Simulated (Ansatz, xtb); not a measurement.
**Relaxing a trial structure of CH5AlMgSn**

The starting geometry of this gas-phase singlet was built from a drawn formula by distance geometry and a force field; its bonds are those of `[MgH]/[SnH]=[CH]/[AlH2]`.

```csv
atom,x (Å),y (Å),z (Å)
C,-0.3622,-0.2823,1.2796
Al,-1.2236,-1.4481,-0.0620
Mg,1.6527,3.0128,2.6842
Sn,0.4526,1.3727,0.7833
H,2.3952,4.0879,3.9140
H,0.4797,1.8554,-0.8822
H,-0.4181,-0.5667,2.3024
H,-1.9212,-2.7512,0.3151
H,-1.1480,-0.9612,-1.6362
```

Predict what it relaxes into with r2SCAN-D4/def2-SVP.

It keeps its bonds, and is `[MgH]/[SnH]=[CH]/[AlH2]`.

The energy falls by 0.32 eV over 9 steps:

| step | E − E(last) (eV) |
| --- | --- |
| 1 | 0.323 |
| 2 | 0.071 |
| 3 | 0.051 |
| 4 | 0.002 |
| 5 | 0.001 |
| 6 | 0.000 |
| 7 | 0.000 |
| 8 | 0.000 |
| 9 | 0.000 |

Final geometry (Å):

```yaml
atoms:
  - { symbol: C, position_ang: [-0.4314, -0.3591, 1.2850] }
  - { symbol: Al, position_ang: [-1.2088, -1.4094, -0.1097] }
  - { symbol: Mg, position_ang: [1.6911, 3.1130, 2.6813] }
  - { symbol: Sn, position_ang: [0.4903, 1.3903, 0.8955] }
  - { symbol: H, position_ang: [2.4223, 4.1524, 3.8089] }
  - { symbol: H, position_ang: [0.4415, 1.7349, -0.7969] }
  - { symbol: H, position_ang: [-0.4371, -0.6345, 2.3508] }
  - { symbol: H, position_ang: [-1.9390, -2.7966, 0.1914] }
  - { symbol: H, position_ang: [-1.1218, -0.8718, -1.6082] }
```

From the same start GFN2-xTB ends elsewhere, differing in C1–Mg3 (2.30 against 4.30 Å here), Al2–Mg3 (2.69 against 6.05 Å here), Sn4–H6 (2.39 against 1.73 Å here).

No frequencies were run, so the end isn't proven a minimum. Atoms past krypton carry core potentials, without spin–orbit terms. Run with Ansatz 0.2.0, 28 s on 2 threads of Arm Neoverse V1, with other jobs on the host.
